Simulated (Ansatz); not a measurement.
Molecule: HTe2 (charge -1, singlet). It need not be the lowest isomer of its formula. Whether it binds its extra electron was not tested at this geometry. 
Coordinates optimised at B3LYP-D3(BJ)/def2-TZVP (Ansatz, a first-principles code):
SMILES: [TeH][Te-]
```xyz
3

Te    -0.0213     0.0955    -1.3989
Te     0.0111    -0.0638     1.3687
H      0.5271    -1.6485     1.5722
```
Charge -1, spin multiplicity 1.

Basis-set convergence of Hartree-Fock and CCSD(T) correlation energies (hartree) with Ansatz. Cores are frozen in the correlated levels unless marked. No spin-orbit coupling. Frozen are the shells of the preceding noble gas and the d and f shells that filled before the atom's block. In def2 rows, elements after Kr have scalar-relativistic effective core potentials.

| basis | functions | E(HF) | E(corr, CCSD(T)) | rough core time |
|---|---|---|---|---|
| def2-SVPD | 78 | -534.64514 | -0.24499 | under 20 s |
| def2-TZVPPD | 135 | -534.66436 | -0.31612 | under 20 s |
| def2-QZVPPD | 215 | -534.66747 | -0.34777 | 40 s |

Extrapolating the two largest sets (X = 3 and 4) as X^-3: E(corr) = (64·(-0.34777) - 27·(-0.31612))/37 = -0.3709 Eh, an estimate of the basis-set limit. The largest set recovers 93.8 % of it, the smallest 66.1 %.
